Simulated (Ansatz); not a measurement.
Harmonic frequencies (cm⁻¹) at PBE0-D4/def2-TZVP from Ansatz: 63, 99, 212, 233, 345, 406, 467, 729, 786, 882, 958, 1030, 1042, 1079, 1110, 1211, 1240, 1265, 1313, 1379, 1432, 1467, 1502, 2544, 2654, 2706, 3045, 3081, 3108, 3140.

Each molecule was computed in one conformer, which needn't be the lowest.

Q: Which molecule is it?
A. `CCB(O)S`
B. `BOCCS`
C. `CSB(C)O`
D. `CCC1=NC1`

A: B.
